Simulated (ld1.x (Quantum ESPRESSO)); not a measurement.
Results of a calculation; reference values are marked as such.
# Pseudopotentials across the periodic table

Generated with ld1.x 7.5 (TM, RRKJ, ultrasoft, PAW), atompaw 4.2 or ONCVPSP 4.0.1. The cutoff is in Ry: for ld1.x and atompaw files where the sum of valence levels is converged to 10 mRy in a Bessel basis, for ONCV files where the hardest occupied wave has 1 mHa per electron of residual kinetic energy. The error is the largest all-electron minus pseudo excitation energy over each file’s own four to seven test configurations (ionisations up to +4, promotions, holes and added fractions of an electron), all of which were solved. The labels leave out finer settings (local radius, basis sizes, second energies), which also bear on the numbers. Spin-polarised tests are not counted. The rows are a selection from randomly drawn settings: files with unsolved tests, undetermined cutoffs or missed reference levels are left out.

A true bound ghost makes a file unfit for plane-wave use even where its test errors are small: the radial tests pick states by their node count and pass the ghost by.

```csv
element,potential,cutoff (Ry),largest error (meV),bound ghosts
F,"PAW, PBE, non-relativistic, rc 0.75/1.00/0.85 (spd), local smoothed, core correction yes, reference 2s1 2p6",80,-18,none
S,"TM semilocal, PBE, scalar-relativistic, rc 0.92/1.10 (sp), local s, core correction yes, reference 3s2 3p4",120,+375,none
K,"TM, LDA (PZ), fully relativistic, rc 2.85/3.15/4.20/4.35 (spdf), local p, core correction yes, reference 3d0 4s0 4p1",6,-6.1,s
Ti,"RRKJ, PBE, scalar-relativistic, rc 2.85/1.65/2.65 (spd), local d, core correction no, reference 3p6 3d2 4s1 4p0",40,-816,s
Ni,"RRKJ, LDA (PZ), scalar-relativistic, rc 2.10/0.95/0.75 (spd), local s, core correction yes, reference 3p6 3d8 4s1.75 4p0",300,-1730,none
Cd,"TM, PBEsol, scalar-relativistic, rc 1.98/1.30/1.66 (spd), local s, core correction yes, reference 4p6 4d10 5s0 5p0",80,-1564,none
Cs,"TM, BP86, scalar-relativistic, rc 4.20/4.20/4.20 (spd), local smoothed, core correction yes, reference 5d1 6s0 6p0",6,-8.2,s
```

Problem. Fill in the row for Pd: PAW, PBE, scalar-relativistic, rc 1.35/2.15/1.05 (spd), local smoothed, core correction yes, reference 4s2 4p6 4d9 5s1 5p0.

Solution. cutoff 90 Ry, largest error -21 meV, bound ghosts: none.
